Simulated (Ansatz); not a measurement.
Species: LaI2, charge 0, multiplicity 2. The spin state was set by rule; other spins were not relaxed. SMILES: [I][La][I]
Geometry: optimised at B3LYP-D3(BJ)/def2-TZVP (Ansatz, a program for electronic structure).

Wanted: vertical ionisation energy (to the singlet state of charge +1; each state is the SCF solution reached for its spin), in eV. Cores are frozen in the correlated levels unless marked. Open shells are spin-unrestricted. No spin-orbit coupling. Frozen are the shells of the preceding noble gas and the d and f shells that filled before the atom's block. Past Kr the def2 sets carry scalar-relativistic core potentials. CBS(X,Y): correlation extrapolated as X^-3; Hartree-Fock from the larger set. The bracket is a focal-point correction in the basis named.

```
level                                                          program  vertical ionisation energy (eV)  minus last row
-------------------------------------------------------------  -------  -------------------------------  --------------
HF/def2-SVPD                                                    Ansatz                             5.83           -0.03
HF/def2-QZVPPD                                                  Ansatz                             5.76           -0.10
SVWN5/def2-TZVPD                                                Ansatz                             6.14            0.28
PBE/def2-TZVPD                                                  Ansatz                             6.00            0.14
PBE0/def2-TZVPD                                                 Ansatz                             6.11            0.25
BHLYP/def2-TZVPD                                                Ansatz                             6.11            0.25
CAM-B3LYP/def2-TZVPD                                            Ansatz                             6.21            0.35
B2PLYP/def2-TZVPD                                               Ansatz                             5.95            0.09
RI-MP2/def2-TZVPPD                                              Ansatz                             5.78           -0.08
RI-MP2/def2-QZVPPD                                              Ansatz                             5.80           -0.06
SCS-MP2/def2-SVPD                                               Ansatz                             5.76           -0.10
SCS-MP2/def2-TZVPPD                                             Ansatz                             5.75           -0.11
CCSD(T)/def2-SVPD                                               Ansatz                             5.81           -0.05
CCSD(T)/def2-TZVPPD                                             Ansatz                             5.82           -0.04
RI-MP2/CBS(def2-TZVPPD,def2-QZVPPD)+[CCSD(T)-MP2]/def2-TZVPPD   Ansatz                             5.86            0.00
```
